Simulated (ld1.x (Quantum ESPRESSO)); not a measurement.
Which change was made? (Rh, PAW)

rhodium (Rh), PAW, made with ld1.x (Quantum ESPRESSO) 7.5 (LDA (PZ), scalar-relativistic). Core [Kr], reference 4d7 5s2 5p0. Waves: 5s (bound): rcut 2.15, rcutus 2.65 bohr; 5s channel at 3.65 Ry: rcut 2.15, rcutus 2.65 bohr; 5p (bound, empty): rcut 2.25, rcutus 2.60 bohr; 5p channel at 0.25 Ry: rcut 2.25, rcutus 2.60 bohr; 4d (bound): rcut 1.05, rcutus 1.40 bohr; 4d channel at 1 Ry: rcut 1.05, rcutus 1.40 bohr. Local part: all-electron potential smoothed inside 1.05 bohr (lloc = -1). Core correction: Bessel-smoothed model core inside 1.20 bohr. Augmentation charge: PSQ, inside the norm-conserving radii.

Cutoffs, loose and tight: the cutoffs (Ry, on a coarse ladder) from which the occupation-weighted sum of valence levels, in a spherical-Bessel basis at the reference potential, stays within 10 and 1 mRy of its value at 400 Ry. They do not see the model core or the augmentation charge, which bear on the density cutoff. Test errors are all-electron minus pseudo excitation energies from the reference, over the configurations 4d8 5s1 5p0; 4d8 5s0 5p0; 4d7 5s0 5p0; 4d7 5s1 5p0; 4d5 5s0 5p0; 4d9 5s0 5p0; 4d8 5s0.5 5p0 (two spin-polarised tests are not counted in the largest error); variants that change the core or the reference have their own tests.

The base gives: outcome: generated, overlap not positive; bound ghosts: p (s not tested, overlap not positive); largest test error (meV): -712.

Q: After one change the result is: outcome: failed: new_paw_hamiltonian: negative rho. Which change was it?
A. all radii but the core radius scaled by about 0.85 (s 2.26, p 2.22, d 1.20 bohr, rcut 1.84/1.92/0.90); local potential all-electron potential smoothed inside 0.90 bohr (lloc = -1)
B. all radii but the core radius scaled by about 1.25 (s 3.30, p 3.24, d 1.74 bohr, rcut 2.68/2.80/1.30); local potential all-electron potential smoothed inside 1.30 bohr (lloc = -1)
C. all radii but the core radius scaled by about 0.77 (s 2.04, p 2.00, d 1.08 bohr, rcut 1.66/1.72/0.80); local potential all-electron potential smoothed inside 0.80 bohr (lloc = -1)

A: B. The others give: all radii but the core radius scaled by about 0.77 (s 2.04, p 2.00, d 1.08 bohr, rcut 1.66/1.72/0.80); local potential all-electron potential smoothed inside 0.80 bohr (lloc = -1) → outcome: failed: run_pseudo: Errors in PS-KS equation | all radii but the core radius scaled by about 0.85 (s 2.26, p 2.22, d 1.20 bohr, rcut 1.84/1.92/0.90); local potential all-electron potential smoothed inside 0.90 bohr (lloc = -1) → outcome: generated; cutoff, loose: 70 Ry; cutoff, tight: 120 Ry; bound ghosts: s, p; largest test error (meV): -713. A file whose overlap is not positive is unfit for use, and its test errors describe a broken file.
